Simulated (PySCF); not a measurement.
## Se²⁺: excitation energy

Se²⁺ [Ar] 3d10 4s2 4p2 (3P) → Se²⁺ [Ar] 3d10 4s2 4p1 5s1, s spin flipped, as a difference of total energies. All numbers are calculated (PySCF 2.14, scalar relativity by spin-free X2C-1e, in aug-cc-pVDZ-DK). Correlated levels: valence: [Ar] 3d10 frozen. The calculations carry no spin-orbit coupling.

| method | excitation energy (eV) |
| --- | --- |
| UHF | 15.685 |
| LDA | 15.575 |
| PBE | 15.460 |
| PBE0 | 15.667 |
| r2SCAN | 15.945 |
| wB97X | 15.794 |
| PW91 | 15.506 |
| PBEsol | 15.534 |
| LC-wPBE | 15.939 |
| MP2 (valence) | 15.629 |
| SCS-MP2 (valence) | 15.594 |

Question: How much does correlation contribute at MP2 (valence)?

Answer: 15.629 − (15.685) = -0.056 eV, measured against UHF.

The upper determinant mixes two multiplicities, so it lies between the two terms.

The promoted electron is Rydberg-like, and one or two diffuse shells describe it only roughly, which tends to raise the upper state.
